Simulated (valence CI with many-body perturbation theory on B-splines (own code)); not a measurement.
## A CI+MBPT run for P10+

Computed by relativistic CI+MBPT: three valence electrons over a frozen Dirac-Fock core [He], a basis of 11 s, 11 p, 9 d, 7 f, 5 g, 2 h, 1 i functions for each j, with the one-electron correlation potential Σ1 (screened to all orders), the two-electron term Σ2, the three-electron term Σ3, Breit, model QED; selected single and double excitations, second order for the rest, scaled by the run's own slope (own B-spline code, finite nucleus).

Command, and the settings that its task file holds:

```sh
python run_cv.py task.json out
```

```
atom P  Z=15  mass_number=31  rms_radius_fm=3.1889
core [He]
valence 2s2 2p1
avg = 1
basis = L
breit = 1
cap = 40000
capref = 1200
cscale = 1
de = 0.0
dress = 0
eps = 2e-08
extrap = 1
h = 0.27
hh = 1
l2 = 3
lcore = 6
maxit = 60
n2 = 5
natural = 1
nlev = 60
nno = [7, 7, 6, 5, 4, 2, 1]
nroot = 26
nsp = [4, 4, 3, 2, 1, 0, 0]
pt2 = 1
qed = 1
rpa = 1
s1 = 1
s2 = 1
s3 = 1
screen = 1
tol = 2e-05
whole = 1
```

It took 95 s on 1 thread of Intel(R) Xeon(R) Processor @ 2.30GHz, with other jobs on the host.

Log. The first blocks belong to the next ion, which gives the ionisation energy. Fields: 2J, parity (1 odd), roots, reference size, generating configurations, candidates as configurations/state functions, variational space P, stored matrix elements, Davidson steps; e2 is the range of second-order energies in hartree. The first line gives the box (bohr), its intervals, the orbitals and the steps of their self-consistent field. Window is the range of levels sought, series limit the energy at which the first omitted orbital would enter, core excitation an estimate of the first excitation out of the core, left out the lowest levels not solved, and shifts from estimates the range by which levels moved from their first estimate, all in cm⁻¹.

```
rmax 7.7 intervals 62 orbitals 81 references ['2s2 2p', '2s 2p2', '2p3'] scf 4 t 0.5
2J=0 par=0 roots 2 ref 18 generators 5 cand 332/332 P 350/350 nnz 0 it 0
2J=0 par=0 roots 2 ref 18 generators 7 cand 16/16 P 366/366 nnz 0 it 0
   second order: generators 16 cand 16/16 e2 -0.00000 -0.00000
reference levels 513, estimated 412, window 2629114 1/cm; series limit 3294091, core excitation 16868377
2J=1 par=1 roots 13 ref 48 generators 15 cand 3176/4846 P 5366/7997 nnz 5.9e+06 it 5
2J=1 par=1 roots 13 ref 48 generators 40 cand 1319/1992 P 6685/9989 nnz 8.9e+06 it 5
   second order: generators 111 cand 17200/26457 e2 -0.00006 -0.00000
2J=3 par=1 roots 17 ref 72 generators 18 cand 2034/4293 P 3968/8000 nnz 6.9e+06 it 5
2J=3 par=1 roots 17 ref 72 generators 52 cand 3427/7326 P 7395/15326 nnz 2.2e+07 it 7
   second order: generators 121 cand 22825/50603 e2 -0.00007 -0.00000
2J=1 par=0 roots 13 ref 50 generators 19 cand 2991/4588 P 5274/7920 nnz 5.9e+06 it 8
2J=1 par=0 roots 13 ref 50 generators 47 cand 1084/1672 P 6358/9592 nnz 8.4e+06 it 6
   second order: generators 105 cand 16836/25584 e2 -0.00003 -0.00000
2J=3 par=0 roots 15 ref 70 generators 18 cand 2169/4298 P 4042/7988 nnz 6.7e+06 it 8
2J=3 par=0 roots 15 ref 70 generators 44 cand 3042/6530 P 7084/14518 nnz 2e+07 it 10
   second order: generators 114 cand 22736/49409 e2 -0.00004 -0.00000
2J=5 par=0 roots 10 ref 66 generators 14 cand 2038/4296 P 3881/7996 nnz 6.7e+06 it 9
2J=5 par=0 roots 10 ref 66 generators 31 cand 2990/7087 P 6871/15083 nnz 2.2e+07 it 8
   second order: generators 85 cand 25283/66340 e2 -0.00004 -0.00000
2J=5 par=1 roots 11 ref 62 generators 11 cand 1809/4292 P 3612/7994 nnz 7.1e+06 it 10
2J=5 par=1 roots 11 ref 62 generators 37 cand 3556/8419 P 7168/16413 nnz 2.6e+07 it 8
   second order: generators 97 cand 25426/65585 e2 -0.00008 -0.00001
2J=7 par=0 roots 2 ref 41 generators 6 cand 2025/4705 P 3262/7215 nnz 6e+06 it 4
2J=7 par=0 roots 2 ref 41 generators 11 cand 977/2363 P 4239/9578 nnz 1e+07 it 4
   second order: generators 31 cand 20678/56960 e2 -0.00003 -0.00002
2J=7 par=1 roots 5 ref 43 generators 6 cand 2375/5611 P 3724/8285 nnz 7.7e+06 it 10
2J=7 par=1 roots 5 ref 43 generators 27 cand 2015/5085 P 5739/13370 nnz 1.9e+07 it 8
   second order: generators 62 cand 23647/67613 e2 -0.00008 -0.00001
2J=9 par=1 roots 2 ref 20 generators 3 cand 1922/4466 P 3111/6959 nnz 5.2e+06 it 4
2J=9 par=1 roots 2 ref 20 generators 9 cand 955/2461 P 4066/9420 nnz 9.4e+06 it 4
   second order: generators 25 cand 15163/41727 e2 -0.00002 -0.00002
2J=9 par=0 roots 1 ref 23 generators 3 cand 939/2406 P 2409/5129 nnz 3.3e+06 it 4
2J=9 par=0 roots 1 ref 23 generators 8 cand 619/1547 P 3028/6676 nnz 5.7e+06 it 4
   second order: generators 17 cand 13520/38359 e2 -0.00003 -0.00003
left out: unestimated 3506260, estimated 2773566, shifts from estimates -50 to 106
operators 0.2
```

The Davidson iterations converged.

No measured levels were compared; by estimate levels of excited configurations hold to 0.05 to 0.15 % of their energy, terms of the ground configuration to about 0.5 %.

* Valence energy: -60.70674 hartree
* Ionisation energy: 479.4 eV (NIST: 479.44 ± 0.05 eV (semi-empirical))
* Reference configurations for the orbitals: 2s2 2p, 2s 2p2, 2p3
* Radial orbitals: 81
* Box radius: 7.662 bohr
* Largest variational space: 16413
* Lowest levels: 2s2 2p 2P°_1/2 0, 2s2 2p 2P°_3/2 9701, 2s 2p2 4P_1/2 177080, 2s 2p2 4P_3/2 180570, 2s 2p2 4P_5/2 185520, 2s 2p2 2D_3/2 316860, 2s 2p2 2D_5/2 316970, 2s 2p2 2S_1/2 403480, 2s 2p2 2P_1/2 427060, 2s 2p2 2P_3/2 432310, 2p3 4S°_3/2 558930, 2p3 2D°_3/2 632030, 2p3 2D°_5/2 632230, 2p3 2P°_1/2 709800 cm⁻¹
